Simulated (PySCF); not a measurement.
Deuteron quadrupole couplings in `C=CC[SiH2]C#CC`

C6H10Si.
Geometry (GFN2-xTB, Å), atoms numbered from 1 in this order:
```
atom  x, y, z in Å
C1    -3.068    0.760    0.451
C2    -1.900    0.596   -0.146
C3    -1.477   -0.641   -0.850
Si4   -0.150   -1.588    0.155
C5     1.367   -0.542    0.223
C6     2.350    0.155    0.256
C7     3.533    0.985    0.295
H8    -3.822   -0.011    0.437
H9    -3.324    1.668    0.970
H10   -1.159    1.386   -0.114
H11   -1.060   -0.384   -1.825
H12   -2.340   -1.288   -1.018
H13   -0.637   -1.835    1.518
H14    0.164   -2.846   -0.537
H15    3.637    1.440    1.280
H16    4.417    0.382    0.089
H17    3.461    1.774   -0.454
```

Level: PBE0/pcSseg-1 (PySCF, non-relativistic); Q(2H) = 0.00286 b; rigid geometry, the same for H and D, with no vibrational averaging.

**Question.** Rank these positions by the coupling χzz of a deuteron there, largest first.
A. H10 (vinylic hydrogen)
B. H8 (vinylic hydrogen)
C. H12 (methylene hydrogen)
D. H13 (Si–H hydrogen)

**Answer.** B (226 kHz), A (216 kHz), C (210 kHz), D (107 kHz).

**Question.** What are Vzz, η and χzz (234.96 MHz × Q × Vzz) at all hydrogens?

**Answer.** 
| atom | bonded to | bond length (Å) | Vzz (au) | η | χzz (kHz) |
| --- | --- | --- | --- | --- | --- |
| H8 | C1 | 1.079 | 0.3356 | 0.06 | 226 |
| H9 | C1 | 1.077 | 0.3397 | 0.06 | 228 |
| H10 | C2 | 1.083 | 0.3219 | 0.05 | 216 |
| H11 | C3 | 1.092 | 0.3110 | 0.04 | 209 |
| H12 | C3 | 1.091 | 0.3118 | 0.03 | 210 |
| H13 | Si4 | 1.467 | 0.1588 | 0.01 | 107 |
| H14 | Si4 | 1.469 | 0.1575 | 0.00 | 106 |
| H15 | C7 | 1.090 | 0.3076 | 0.02 | 207 |
| H16 | C7 | 1.090 | 0.3076 | 0.02 | 207 |
| H17 | C7 | 1.090 | 0.3076 | 0.02 | 207 |

**Question.** Average by the element that carries the hydrogen.

**Answer.** on C: 214 kHz over 8 positions, mean bond length 1.086 Å; on Si: 106 kHz over 2 positions, mean bond length 1.468 Å.

**Question.** How does χzz go with the bond length over the 8 C–H bonds?

**Answer.** A straight-line fit has a slope of -14.3 kHz for each 0.01 Å, with a correlation coefficient of -0.97, over lengths from 1.077 to 1.092 Å. The longer bonds have the smaller couplings here.

The structure is a single GFN2-xTB conformer in the gas phase; no vibrational or solvent corrections. GFN2-xTB bond lengths can be off by several hundredths of an ångström, more for odd bonds, and the gradients follow them. The basis is small and wasn't made for field gradients, so the couplings can be 20 % off.
